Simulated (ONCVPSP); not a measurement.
Configuration tests for Te (Z = 52) (ONCV)

| Property | Result |
| --- | --- |
| Element | tellurium |
| Generator | ONCVPSP 4.0.1 |
| Type | optimised norm-conserving Vanderbilt (ONCV) |
| Functional | PBE |
| Relativity | scalar-relativistic |
| Frozen core | [Ar] 3d10 |
| Valence charge | 24 |
| Reference configuration | 4s2 4p6 4d10 5s1.5 5p4.5 |
| Partial waves | 4s+5s: rc 1.10 bohr, ncon 5, nbas 9, qcut 9.5 1/bohr, 2 projectors; 4p+5p: rc 1.20 bohr, ncon 3, nbas 7, qcut 13.3 1/bohr, 2 projectors; 4d: rc 1.20 bohr, ncon 5, nbas 10, qcut 14.1 1/bohr, 2 projectors, debl 1.8 Ha |
| Local potential | polynomial inside 0.85 bohr (lpopt 5, dvloc0 2 Ha) |
| Core correction | Teter function, fcfact 2.5, rcfact 1.35 |

Energies are relative to the spin-unpolarised reference configuration 4s2 4p6 4d10 5s1.5 5p4.5; without spin polarisation the order of configurations can differ from experiment.

```tsv
valence configuration	charge	ΔE all-electron (eV)	error AE − PS (meV)
4s2 4p6 4d10 5s2 5p4	0	-4.603	+0.2
4s2 4p6 4d10 5s2 5p3	+1	5.126	-1.6
```

Q: What are ΔE and the potential's error for 4s2 4p6 4d9 5s2 5p4?

A: ΔE = 44.651 eV all-electron; the error (AE − PS) is -5.1 meV.

Q: What are ΔE and the potential's error for 4s2 4p6 4d10 5s2 5p2?

A: ΔE = 23.051 eV all-electron; the error (AE − PS) is -5.3 meV.

Levels in the configuration 4s2 4p6 4d10 5s2 5p4:

```json
{"level": "4s", "all-electron (eV)": "-164.388", "pseudo (eV)": "-164.386"}
{"level": "4p", "all-electron (eV)": "-114.409", "pseudo (eV)": "-114.409"}
{"level": "4d", "all-electron (eV)": "-41.653", "pseudo (eV)": "-41.653"}
{"level": "5s", "all-electron (eV)": "-15.109", "pseudo (eV)": "-15.108"}
{"level": "5p", "all-electron (eV)": "-5.953", "pseudo (eV)": "-5.953"}
```
